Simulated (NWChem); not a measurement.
SiH4O; SMILES O[SiH3]

Computed with NWChem. Geometry: optimised at PBE0/def2-SVP. Ions are spin-unrestricted doublets at the neutral geometry; other ion states weren't tried.

For level M06-2X/def2-SVP:

- vertical ionisation energy, ΔSCF (eV) = 11.43
- −ε(HOMO) (eV) = 10.00

Q: What are these values for level B3LYP/def2-SVP?

A: The vertical ionisation energy, ΔSCF (eV) is 11.11 and the −ε(HOMO) (eV) comes out as 8.27.
